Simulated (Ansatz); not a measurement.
Total energies of F₂H₃NSSi, SMILES `N[Si](F)(F)S`.

Cartesian coordinates in Å:
```
N 1.244 0.630 0.048
Si -0.219 -0.103 -0.324
F -0.154 -1.643 -0.714
F -0.752 0.608 -1.637
S -1.508 0.060 1.331
H 1.809 1.081 -0.651
H 1.740 0.446 0.903
H -2.161 -1.079 1.045
```

The species carries charge 0 and has multiplicity 1. All single points use the PBE0-D4/def2-TZVP geometry. It is one conformer, not always the lowest. Basis def2-TZVPP, Ansatz 0.2.0.

RPA on PBE orbitals: Hartree–Fock energy of these orbitals -941.83890 Eh, correlation -1.55918 Eh (frozen core).

```tsv
functional	energy without D4 (Eh)	D4 term (kJ/mol)
PBE	-943.70282	-19.0
r2SCAN0	-944.08151	-5.2
```

Question: Give the same for LDA (SPW92), revPBE, BLYP, r2SCAN, B97M-V, PBE0, B3LYP, r2SCANh, HSE06 (plane-wave form), BHLYP, CAM-B3LYP, LC-ωPBE, ωB97X-V, ωB97M-V, B2PLYP, PBE-QIDH. (An estimate is asked.)

Answer: Ansatz gave: 
| functional | energy without D4 (Eh) | D4 term (kJ/mol) |
| --- | --- | --- |
| LDA (SPW92) | -940.03604 | – |
| revPBE | -944.05113 | -56.2 |
| BLYP | -944.24178 | -42.2 |
| r2SCAN | -944.12263 | -4.4 |
| B97M-V | -944.02855 | – |
| PBE0 | -943.76843 | -16.0 |
| B3LYP | -944.32036 | -31.1 |
| r2SCANh | -944.10571 | -4.7 |
| HSE06 (plane-wave form) | -943.74386 | -14.9 |
| BHLYP | -944.18234 | -24.4 |
| CAM-B3LYP | -944.23777 | -16.3 |
| LC-ωPBE | -943.93908 | – |
| ωB97X-V | -944.09169 | – |
| ωB97M-V | -944.17932 | – |
| B2PLYP | -943.89436 | – |
| PBE-QIDH | -943.57481 | – |

B3LYP takes the VWN-RPA correlation (the form of Gaussian; ORCA's B3LYP/G). HSE06 is the plane-wave form, built on full-range PBE exchange. The double hybrids freeze the cores in their second-order part.

LC-ωPBE has ω = 0.4 bohr⁻¹.
